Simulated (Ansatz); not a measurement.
Input for Ansatz (a first-principles code): R-PBE0/def2-TZVPP on GaH5N2 (SMILES [NH2][GaH][NH2]), a point of a torsion scan.

Ansatz 0.2 input:
```yaml
crystal:
  periodic: [false, false, false]
  atoms:
    - {symbol: N, position_ang: [1.61707647, -0.25303229, -0.07384332]}
    - {symbol: Ga, position_ang: [0.24803444, 0.89716396, 0.38017311]}
    - {symbol: N, position_ang: [-0.84138025, 1.43149245, -0.95720193]}
    - {symbol: H, position_ang: [1.41147836, -1.24781344, -0.02839834]}
    - {symbol: H, position_ang: [2.50630704, -0.12989527, 0.40536715]}
    - {symbol: H, position_ang: [-0.02642995, 1.50828720, 1.77206690]}
    - {symbol: H, position_ang: [-0.72185239, 1.14047188, -1.91956165]}
    - {symbol: H, position_ang: [-1.67080474, 2.00433173, -0.87788124]}
basis:
  gaussian:
    orbitals: def2-TZVPP
hamiltonian:
  xc: {name: PBE0}
scf: {lower_state_search: off}
```

Task: Predict the final total energy.

Result: -2037.0603 hartree.
